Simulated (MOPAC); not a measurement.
MOPAC input (PM3):

```
PM3 PRECISE GNORM=0.05 LET XYZ CHARGE=-1 GEO-OK AUX(PRECISION=9) THREADS=1
HO2

O     0.72648472 1   -0.37165007 1    0.01184410 1
O    -0.57788575 1    0.41299156 1   -0.01217155 1
H    -1.18879170 1   -0.33073200 1    0.00261956 1
```

From the last part of the output:

```
                                                       MOPAC v23.2.5 Linux

          FINAL HEAT OF FORMATION =        -24.04744 KCAL/MOL =    -100.61450 KJ/MOL

          COSMO AREA              =         55.13 SQUARE ANGSTROMS
          COSMO VOLUME            =         36.38 CUBIC ANGSTROMS

          GRADIENT NORM           =          0.01345          =       0.00776 PER ATOM
          IONIZATION POTENTIAL    =          1.830582 EV
          HOMO LUMO ENERGIES (EV) =         -1.831 11.241
          NO. OF FILLED LEVELS    =          7
          MOLECULAR WEIGHT        =         33.0067         POINT GROUP:  Cs

          MOLECULAR DIMENSIONS (Angstroms)

            Atom       Atom       Distance
            H     3    O     1     1.83571
            O     2    O     1     0.76151
            O     2    O     1     0.00000

          SCF CALCULATIONS        =         11

   ATOM   CHEMICAL          X               Y               Z
  NUMBER   SYMBOL      (ANGSTROMS)     (ANGSTROMS)     (ANGSTROMS)

     1       O          0.70268691  *  -0.36715635  *   0.01163610  *
     2       O         -0.56813141  *   0.41140810  *  -0.01209235  *
     3       H         -1.13283946  *  -0.34232713  *   0.00313274  *

                             CARTESIAN COORDINATES

   1    O        0.702686911    -0.367156346     0.011636095
   2    O       -0.568131408     0.411408101    -0.012092348
   3    H       -1.132839463    -0.342327133     0.003132739

           Empirical Formula: H O2  =     3 atoms

      MOLECULAR POINT GROUP   :   Cs

                  EIGENVALUES
 -26.74878 -20.89561  -8.80445  -7.14924  -5.38647  -2.12820  -1.83058  11.24118
  12.46434

              NET ATOMIC CHARGES AND DIPOLE CONTRIBUTIONS

  ATOM NO.   TYPE          CHARGE      No. of ELECS.   s-Pop       p-Pop
    1          O          -0.767523        6.7675     1.98011     4.78742
    2          O          -0.347059        6.3471     1.86110     4.48596
    3          H           0.114582        0.8854     0.88542
 DIPOLE           X         Y         Z       TOTAL
 POINT-CHG.    -2.120     0.532    -0.022     2.186
 HYBRID        -0.360    -0.514     0.010     0.627
 SUM           -2.480     0.019    -0.011     2.480

          ATOMIC ORBITAL ELECTRON POPULATIONS

     Atom    s        px        py        pz
    1  O   1.98011   1.11349   1.67423   1.99970
    2  O   1.86110   1.25046   1.23594   1.99957
    3  H   0.88542

 **********************
 *                    *
 * JOB ENDED NORMALLY *
 *                    *
 **********************

 == MOPAC DONE ==
```

The dipole moment of an ion depends on the origin.
